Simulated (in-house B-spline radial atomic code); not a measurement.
**Ionising the cobalt ion Co⁶⁺ with different functionals**

Computed with a B-spline radial code for spherical atoms: non-relativistic Hamiltonian, point nucleus, spin-polarised at highest spin, spherical fractional occupations for the functionals, and exact exchange of hybrids averaged over the configuration. The ionisation energy is the difference of two self-consistent energies, [Ar] 3d3 → [Ar] 3d2, without Breit or QED terms; ε is the level of the shell that loses the electron (its least bound occupied spin orbital).

```csv
method,rung,ΔSCF (eV),-ε(3d) (eV)
PBE0,global hybrid,130.03,120.53
B3LYP,global hybrid,130.13,119.86
TPSSh,global hybrid,129.89,118.16
M06-2X,global hybrid,129.79,124.60
BHandHLYP,global hybrid,129.95,124.19
r2SCAN0,global hybrid,130.20,120.82
B97-1,global hybrid,?,?
HSE06,range-separated hybrid,129.95,120.04
wB97X,range-separated hybrid,?,?
CAM-B3LYP,range-separated hybrid,130.08,121.88
LC-wPBE,range-separated hybrid,130.02,122.47
```

What does wB97X give?

ΔSCF 129.66 eV, and -ε(3d) = 122.49 eV.

What does B97-1 give?

ΔSCF 129.96 eV, and -ε(3d) = 119.85 eV.

Among the functionals, which spreads more, the ΔSCF values or the orbital energies?

The orbital energies: ΔSCF values span about 0.54 eV and the orbital energies 6.44 eV; here energy differences depend much less on the functional than eigenvalues do.

How do they compare with the NIST value?

NIST lists 128.9 eV ± 0.5 (semi-empirical, ground level to ground level). Errors run from +0.76 to +1.30 eV. The correlated functionals all miss on the same side by more than they spread, so the cause is common to them (relativity, Breit-QED terms, multiplet and fine-structure energies, or a listed next ion that isn't the cheapest removal here) and closeness doesn't rank the functionals.
